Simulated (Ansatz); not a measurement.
`F[SiH](Cl)Cl` + `N[SiH](F)F` → `F[SiH](F)N[SiH](Cl)Cl` + H–F  (ligand exchange at the Si–F bond)

Program: Ansatz. Geometries: PBE0-D4/def2-TZVP. ΔE: electronic, gas phase. CCSD(T)/CBS adds triple-zeta CCSD(T) − MP2 to the extrapolated MP2 energy (def2 sets, frozen cores). This one scheme is used for every species. Functionals use def2-TZVPP. B3LYP here is the variant with VWN-RPA as its local correlation; programs differ in this. Each species was taken in one conformer, which may not be the lowest.

`F[SiH](Cl)Cl`:

Z-matrix (Å, degrees):
```
Si
F 1 1.581
Cl 1 2.024 2 108.4
Cl 1 2.024 2 108.4 3 119.6
H 1 1.467 2 109.1 3 -120.2
```

`N[SiH](F)F`:

Z-matrix (Å, degrees):
```
Si
F 1 1.586
F 1 1.591 2 104.6
N 1 1.684 2 108.1 3 122.7
H 1 1.470 2 111.4 3 -115.3
H 4 1.006 1 121.4 2 160.3
H 4 1.007 1 122.6 2 -42.8
```

`F[SiH](F)N[SiH](Cl)Cl`:

```xyz
10

F     0.899   -2.180   -0.666
Si   -0.457   -1.368   -0.576
F    -1.553   -2.342    0.027
N    -0.334   -0.074    0.533
Si    0.608    1.346    0.462
Cl   -0.571    3.002    0.643
Cl    1.531    1.333   -1.357
H    -0.834   -0.980   -1.939
H    -0.917   -0.176    1.355
H     1.629    1.439    1.518
```

H–F:

Cartesian coordinates in Å:
```
F -0.396 -0.173 0.157
H 0.396 0.173 -0.157
```

```tsv
level	ΔE (kJ/mol)	difference from CCSD(T)/CBS
PBE0-D4	68.3	-1.4
ωB97M-V	74.8	5.1
B2PLYP	82.6	12.9
r2SCAN	81.1	11.4
B3LYP	89.7	20.0
HF/def2-TZVPP	91.9	22.2
MP2/def2-TZVPP	67.8	-1.9
SCS-MP2/def2-TZVPP	73.6	3.9
MP2/CBS(def2)	66.7	-3.0
CCSD/CBS(def2)	72.8	3.1
CCSD(T)/CBS	69.7	0
```

Largest T1 diagnostic among the species: 0.011.

The D4 term adds −16.3 kJ/mol with B3LYP and −9.3 kJ/mol with PBE0; it sums over pairs of atoms, weighted by their polarisabilities, and B3LYP, whose exchange is more repulsive, gets the larger term. In def2-TZVPP, CCSD(T) changes the Hartree–Fock value by −21.2 kJ/mol (the triples alone add −3.1 kJ/mol) and MP2 by −24.1 kJ/mol.
